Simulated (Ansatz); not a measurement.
Program: Ansatz. Geometries: PBE0-D4/def2-TZVP. ΔE: electronic, gas phase. CBS: MP2 limit from def2 TZ/QZ plus the TZ coupled-cluster correction, frozen cores. This one scheme is used for every species. DFT in def2-TZVPP. For Br outer-core shells are correlated without core-valence functions, which leaves a few kJ/mol of doubt a bond. Scalar relativity is left out up to krypton. One conformer a species, not always the lowest.

Reaction (ligand exchange at a B–Br bond): `CCB(O)Br` + CH₃OH → `CCB(O)OC` + HBr

`CCB(O)Br`:

Z-matrix (Å, degrees):
```
C
C 1 1.525
H 1 1.092 2 111.3
H 1 1.092 2 111.2 3 120.2
H 1 1.091 2 111.0 3 -119.5
B 2 1.568 1 116.7 3 61.8
H 2 1.098 1 110.1 3 -63.5
H 2 1.100 1 109.1 3 -178.5
Br 6 1.936 2 120.6 1 38.6
O 6 1.348 2 124.6 1 -143.7
H 10 0.962 6 112.8 2 2.6
```

CH₃OH:

Cartesian coordinates in Å:
```
C -0.200 0.229 -0.185
O 0.964 -0.477 0.176
H 0.064 0.876 -1.022
H -0.574 0.862 0.629
H -1.009 -0.437 -0.511
H 0.755 -1.053 0.914
```

`CCB(O)OC`:

```xyz
15

C     1.937   -0.876   -0.602
C     0.837    0.083   -0.165
B    -0.584   -0.565    0.017
O    -0.756   -1.898   -0.210
O    -1.695    0.138    0.399
C    -1.648    1.520    0.663
H     2.898   -0.368   -0.709
H     1.696   -1.343   -1.559
H     2.064   -1.685    0.121
H     0.751    0.911   -0.882
H     1.116    0.574    0.777
H    -1.668   -2.165   -0.063
H    -2.651    1.841    0.944
H    -0.964    1.748    1.487
H    -1.333    2.087   -0.218
```

HBr:

```xyz
2

Br   -0.052   -0.706   -0.062
H     0.052    0.706    0.062
```

```tsv
level	ΔE (eV)
PBE0	-0.52
SCS-MP2/def2-QZVPP	-0.53
```

Question: What does CCSD(T)/CBS give? (Estimate.)

Answer: The calculation gave: -0.53 eV. The listed levels differ from it by 0.01, 0.00 eV.

Largest T1 diagnostic among the species: 0.011.

In def2-TZVPP, CCSD(T) changes the Hartree–Fock value by +0.06 eV (the triples alone add +0.01 eV) and MP2 by +0.12 eV.
